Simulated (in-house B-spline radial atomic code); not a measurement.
# RPA and G0W0 on CAM-B3LYP: the silver ion Ag⁶⁺

Configuration [Kr] 4d5, highest spin, mean-field start CAM-B3LYP. Computed with a B-spline radial code for spherical atoms: all electrons, scalar-relativistic (spin-free one-electron X2C), finite nucleus, each spin shell either full or empty, empty states to l = 9 with an (l + 1/2)⁻⁴ tail; G0W0 by contour deformation at full frequency.

Command:
```bash
python run_gw.py task.json out
```
Settings (radii: box in bohr, nucleus in fm):
```
Z                        47
electrons                41
configuration            [Kr] 4d5
hamiltonian              x2c
method                   camb3lyp
lmax                     9
rms_radius               4.5454
spin_polarised           True
box_radius               9.29
intervals                67
```

Time taken, with all properties: 7.8 s on 1 thread of Arm Neoverse N1 (shared host).

Energies (hartree):

```
                                     term        value
                         mean-field total  -5305.98821
Hartree-Fock functional on these orbitals  -5303.50099
                      direct second order      -3.4344
                    second-order exchange       0.9892
                         SOSEX correction      0.93444
```

Problem. What is the RPA correlation energy, and what remains with SOSEX?

Solution. RPA gives -3.0992 hartree (-2.06 eV per electron); RPA + SOSEX gives -2.1647, and the second-order doubles -2.4452 hartree (no singles). SOSEX takes back 30 % of the RPA value.

Quasi-particle levels (eV):

```
  level  occupied  mean field  Σx - vxc     Σc  QP weight     G0W0
  4d up       yes     -101.59     -5.87      ?          ?        ?
4p down       yes     -153.21     -5.93  -0.42      0.959  -159.56
4d down        no      -88.54      8.20  -3.70      0.969   -84.03
```

G0W0 = mean field + (Σx - vxc) + Σc, with Σc (partial-wave tail included) taken at the quasi-particle energy. Only the outer levels were computed. Levels of low weight are left out.

Problem. Where does G0W0 put 4d up?

Solution. At -107.67 eV, with Σc = -0.21 eV and a quasi-particle weight of 0.968. The tabulated removal energy is 106 ± 2 eV (NIST, tabulated theory); the calculation leaves out spin-orbit coupling, Breit and QED terms, and what these don't explain is the method's own error.
